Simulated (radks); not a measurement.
In2+, configuration [Kr] 4d10 5s1. Calculated with a radial shooting solver on a logarithmic mesh with Libxc functionals: Dirac Kohn-Sham, PBEsol, spin-unpolarised, spherical densities, point nucleus. Some entries of the table are withheld. Estimate them.

orbital  occ.  eigenvalue (eV)  <1/r> (bohr^-1)
1s1/2       2        -27740.16            51.84
2s1/2       2        -4167.926            12.00
2p1/2       2        -3888.588            11.98
2p3/2       4        -3677.880            11.19
3s1/2       2        -805.3420            4.225
3p1/2       2        -692.6114            4.133
3p3/2       4        -654.5531            3.940
3d3/2       4              (1)            3.784
3d5/2       6              (2)            3.734
4s1/2       2              (3)            1.644
4p1/2       2        -100.6836            1.525
4p3/2       4         -94.0093            1.462
4d3/2       4         -37.0522            1.158
4d5/2       6         -36.1769            1.141
5s1/2       1         -23.6801           0.5531

Answer. 
(1) 3d3/2 eigenvalue (eV): -454.9988
(2) 3d5/2 eigenvalue (eV): -447.1985
(3) 4s1/2 eigenvalue (eV): -137.5167
